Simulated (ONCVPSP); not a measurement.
W (Z = 74), ONCV: configuration errors across variants

```
Element                 : tungsten (W)
Generator               : ONCVPSP 4.0.1
Type                    : optimised norm-conserving Vanderbilt (ONCV)
Functional              : LDA (Perdew-Wang 92)
Relativity              : scalar-relativistic
Frozen core             : [Kr] 4d10 4f14
Valence charge          : 14
Reference configuration : 5s2 5p6 5d4 6s1.75 6p0.25
Partial waves           : 5s+6s: rc 1.50 bohr, ncon 4, nbas 8, qcut 7.4 1/bohr, 2 projectors; 5p+6p: rc 2.00 bohr, ncon 4, nbas 7, qcut 8.7 1/bohr, 2 projectors; 5d: rc 2.60 bohr, ncon 4, nbas 8, qcut 6.5 1/bohr, 2 projectors, debl 1.1 Ha; f scattering state at 0.08 Ha: rc 2.80 bohr, ncon 4, nbas 9, qcut 3.7 1/bohr, 2 projectors, debl 3.7 Ha
Local potential         : polynomial inside 1.35 bohr (lpopt 5, dvloc0 0 Ha)
Core correction         : Teter function, fcfact 5.5, rcfact 1.05
```

All-electron excitation energies from the reference (eV): (1) 5s2 5p6 5d4 6s2 6p0 -1.117; (2) 5s2 5p6 5d4 6s1 6p0 8.009; (3) 5s2 5p6 5d4 6s0 6p0 24.027; (4) 5s2 5p6 5d4 6s0 6p1 13.563.

A true bound ghost makes a file unfit for plane-wave use even where its test errors are small: the radial tests pick states by their node count and pass the ghost by.

Errors AE − PS in meV (a dash: test not solved or not reliable):

```csv
change,(1),(2),(3),(4),bound ghosts,GHOST(+) flags above zero
base,+0.3,-2.2,-4.7,-2.1,none,f
f: debl 0.2,+0.3,-2.2,-4.7,-2.1,f,f
f: debl 0.3,+0.3,-2.2,-4.7,-2.1,none,f
f: debl 0.5,+0.3,-2.2,-4.7,-2.1,f,f
f: debl 0.85,+0.3,-2.2,-4.7,-2.1,f,none
f: debl 1.5,+0.3,-2.2,-4.7,-2.1,none,none
f: debl 2.9,+0.3,-2.2,-4.7,-2.1,none,f
```

(1) Give the same row for: f: debl 4.05.

Answers

(1) +0.3, -2.2, -4.7, -2.1; bound ghosts: none; GHOST(+) flags above zero: f.
